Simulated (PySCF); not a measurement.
Shapes and spin states of WOCl

These are results of PySCF, PBE0, basis W def2-TZVP with ECP60, O def2-TZVP, Cl def2-TZVP (scalar-relativistic core potentials, no spin–orbit coupling, density fitting), not measurements.

Relaxations began from a few typed shapes and spin states; open shells are unrestricted. The search is not exhaustive: other isomers or separated fragments can lie lower, and high-lying points may rest on an excited occupation.

(1) Order these stationary points by electronic energy, lowest first, in kJ/mol from the lowest minimum.
A. broken-symmetry Ms = 1/2 (⟨S²⟩ 1.64) Cs: W–Cl 2.268 Å, W–O 1.680 Å; Cl–W–O 130.6°
B. quartet Cs: W–Cl 2.302 Å, W–O 1.690 Å; Cl–W–O 142.4°
C. broken-symmetry Ms = 1/2 (⟨S²⟩ 1.74) C∞v: W–Cl 2.325 Å, W–O 1.700 Å; Cl–W–O 180.0°
D. quartet C∞v: W–Cl 2.332 Å, W–O 1.702 Å; Cl–W–O 180.0°

(2) Which of them are minima?

## Answers

(1) B (0.0), D (10.4), A (58.0), C (78.7).

(2) By energy in kJ/mol, 0.0: minimum; 10.4: saddle point, 2 imaginary modes; 58.0: minimum; 78.7: saddle point, 2 imaginary modes.

Formally W is in oxidation state +3, d3, with 3 unpaired electrons (the high-spin count). The Mulliken spin on W is 3.21. The polar-tensor charge on W, 1.22, is far below the formal one.

For the lowest minimum: other spin states or occupations of the open shell can lie lower. Spin–orbit coupling, left out here, can matter for elements this heavy.

The electron or spin density has lower symmetry than the nuclear frame for the broken-symmetry Ms = 1/2 (⟨S²⟩ 1.74) C∞v at 78.7 kJ/mol.
